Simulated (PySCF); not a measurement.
PySCF input file for Si(H)2(NHSiH3)(Me) (CH9NSi2), SMILES C[SiH2]N[SiH3], PBE/pcSseg-1. Geometry: PBE0-D3(BJ)/def2-SVP. Other conformers were not sampled.

```python
import numpy as np
from pyscf import gto, scf, dft
from pyscf.prop.nmr import rks as nmr

mol = gto.M(
    atom='''
    Si    0.56923022    1.25712225   -0.00000000
    C    -1.28362059    1.53120708    0.00000001
    N     0.87207510   -0.46167176    0.00000000
    Si   -0.26898909   -1.77478409   -0.00000000
    H     1.18490165    1.90878092    1.20159680
    H     1.18490164    1.90878092   -1.20159680
    H    -1.75372464    1.09053137   -0.89292314
    H    -1.75372464    1.09053136    0.89292314
    H    -1.50580567    2.60948725   -0.00000001
    H     1.84648181   -0.74884353    0.00000000
    H    -1.16226396   -1.76068902   -1.20157999
    H    -1.16226396   -1.76068902    1.20157999
    H     0.51531973   -3.04616468    0.00000000
    ''',
    basis='pcSseg-1',
    charge=0,
    spin=0,
    max_memory=1600,
    verbose=3,
)
mf = dft.RKS(mol, xc='pbe')
mf.grids.level = 3
mf.conv_tol = 1e-10
mf.max_cycle = 100
mf.kernel()
n = nmr.NMR(mf)
n.verbose = 2
n.max_cycle_cphf = 60
sigma = n.kernel()
print('atom   isotropic/ppm   span/ppm')
for i, s in enumerate(sigma):
    w = np.linalg.eigvalsh((s + s.T) / 2)
    print(f'{mol.atom_symbol(i):2s}{i + 1:3d} {w.mean():14.3f} {w[2] - w[0]:11.3f}')
```

It prints:

```
converged SCF energy = -676.830990095024
atom   isotropic/ppm   span/ppm
Si  1        362.895      92.889
C   2        187.264      12.996
N   3        265.748      74.489
Si  4        394.411     116.326
H   5         26.083       8.700
H   6         26.083       8.700
H   7         30.515      10.101
H   8         30.515      10.101
H   9         31.043      11.537
H  10         31.892      21.951
H  11         26.325       8.290
H  12         26.325       8.290
H  13         26.452       7.969
```

The calculation finished and met its thresholds.

Cost: about 40 core-seconds (a rough figure).
